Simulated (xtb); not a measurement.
Si(Me)(OMe) (C2H6OSi), SMILES C[Si]OC (connectivity only; charge and spin as stated), neutral, multiplicity 1. All values are semi-empirical tight-binding results from xtb (GFN2-xTB unless named), good for trends rather than for accurate numbers. Geometry: GFN2-xTB. One conformer was computed; it need not be the lowest.

Computed properties:
```json
{
 "orbital_gap": "2.85 eV",
 "dipole_moment": "1.91 D",
 "zero_point_energy": "48.1 kcal/mol",
 "G − E(el) at 298.15 K (modified RRHO)": "29.2 kcal/mol",
 "static polarisability (D4 model)": "64.1 bohr³",
 "solvation energy, GFN2-xTB/ALPB(water)": "1.3 kcal/mol",
 "solvation energy, GFN2-xTB/ALPB(dmf)": "-1.8 kcal/mol"
}
```
